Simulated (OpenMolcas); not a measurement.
neutral boron: effect of the IPEA shift

| Item | Value |
| --- | --- |
| Program | OpenMolcas 26.06 |
| Basis | ANO-R3 [4s4p2d1f] |
| Scalar Hamiltonian | X2C, finite nucleus |
| Active space | 3 electrons in 4 orbitals (2s 2p) |
| State averaging | 2S+1 = 4 odd, 1 root (0 in the spin-orbit step); 2S+1 = 2 odd, 3 roots; 2S+1 = 4 even, 3 roots; 2S+1 = 2 even, 5 roots |
| Spin-orbit coupling | state interaction with AMFI integrals over the reference wave functions, term energies averaged over their components |

Methods on the same reference wave functions:
A. CASSCF
B. SS-CASPT2, IPEA 0 Eh, imaginary shift 0.1 Eh (closed shells correlated: 1s)
C. SS-CASPT2, IPEA 0.25 Eh, imaginary shift 0.1 Eh (closed shells correlated: 1s)

Energies in cm⁻¹ above 2s² 2p ²P°_1/2, the measured ground level; measured values from NIST Handbook of Basic Atomic Spectroscopic Data.

| Level | A | B | C | Measured |
| --- | --- | --- | --- | --- |
| 2s² 2p ²P°_1/2 | 0.0 | 0.0 | 0.0 | 0.0 |
| 2s² 2p ²P°_3/2 | 14.3 | 14.3 | 14.3 | 15.3 |
| 2s 2p² ⁴P_1/2 | 24128 | 27980 | 27490 | 28870 |
| 2s 2p² ⁴P_3/2 | 24133 | 27980 | 27500 | 28875 |
| 2s 2p² ⁴P_5/2 | 24142 | 27990 | 27510 | 28881 |
| 2s 2p² ²D_3/2 | 54600 | 47270 | 49360 | 47857 |
| 2s 2p² ²D_5/2 | 54600 | 47270 | 49360 | 47857 |

Deviations, from unrounded energies. A percentage is the sum of absolute deviations over the sum of measured energies, with the sign that they share, or ± where signs differ.

```
                  Against measurement  Levels      A     B     C
       mean absolute deviation (cm-1)       6   4600   640  1200
fine structure of the ground term (%)       1   -6.4  -6.4  -6.4
             other configurations (%)       5  ±15.2  -2.1  ±3.9
```

B lies closest to measurement on these levels and A furthest from it. The largest miss of B in the table is 2s 2p² ⁴P_1/2, by -890 cm-1. The ranking rests on the paired levels alone, and a cruder setting can come out closer through cancelling errors.

Between B and C the level of the table that moves most is 2s 2p² ²D_3/2, by 2100 cm-1 (lowest in B, highest in C). Moves below CASPT2's spread within the term are not significant.

The lowest spin-free term lies below A's lowest term by 0.044 hartree in B, 0.039 hartree in C.

CASPT2 breaks the degeneracy within a term, and the mean is taken; among the terms shown or strongly mixed into the levels shown the widest spread is 46 cm-1 (2s 2p² ²D, B). Over all roots computed the reference weight is 0.92 to 0.99 in B; the roots of lowest weight are the least certain, and an intruder state may touch them. Without dynamic correlation excited terms often stand tens of per cent too high (terms of higher spin than the ground term too low), and those without a measured partner can miss by more than the paired ones (holds for A). Measured partners are found by configuration, term and J. A level has none where our copy of the source lacks it or the pairing is in doubt (some pairs that miss far off the trend of their configuration count as doubtful), and it then counts in no deviation. Levels of configurations outside the active space are missing.

° marks odd parity.
